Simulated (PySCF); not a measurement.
`CB(C)c1cc1=O`, C$_{5}$H$_{7}$BO

Geometry:
| atom | x (Å) | y (Å) | z (Å) |
| --- | --- | --- | --- |
| C1 | -1.216 | 0.182 | -0.171 |
| B2 | -0.182 | -0.974 | -0.424 |
| C3 | -0.614 | -2.375 | -0.983 |
| C4 | 1.303 | -0.682 | -0.182 |
| C5 | 2.456 | -0.614 | 0.530 |
| C6 | 2.546 | -0.175 | -0.790 |
| O7 | 3.091 | 0.275 | -1.758 |
| H8 | -0.841 | 1.170 | -0.480 |
| H9 | -2.198 | 0.001 | -0.634 |
| H10 | -1.373 | 0.248 | 0.922 |
| H11 | -0.862 | -2.233 | -2.052 |
| H12 | 0.143 | -3.168 | -0.919 |
| H13 | -1.548 | -2.716 | -0.508 |
| H14 | 2.861 | -0.807 | 1.526 |

Method used: TDDFT B3LYP/def2-SVPD excited states, vertical, gas phase in PySCF 2.14.0. Geometry: PBE0-D3(BJ)/def2-SVP.

(1) How strongly do the lowest singlets absorb one photon, and two photons of half the energy?

Answers

(1) δ for parallel linear polarisation; σ at the peak of a Lorentzian of half width 0.1 eV, single beam; Ω is circular over linear.
```csv
state,E (eV),f,photon λ (nm),δ (au),σ (GM),Ω,main
S1,4.11,0.002,603,16.8,0.10,0.73,"HOMO→LUMO+1 0.77, HOMO→LUMO 0.22"
S2,4.53,0.083,547,500,3.77,0.77,"HOMO→LUMO 0.75, HOMO→LUMO+1 0.22"
S3,5.53,0.000,449,1.69,0.02,1.29,HOMO→LUMO+3 0.90
S4,5.68,0.002,437,2.14,0.03,1.02,HOMO−1→LUMO 0.90
S5,5.79,0.003,428,2.95,0.04,0.93,HOMO→LUMO+2 0.97
```

Among these, the strongest one-photon state is S2, the strongest two-photon state S2, with a dipole change of 5.8 D (relaxed, norm of the difference vector).
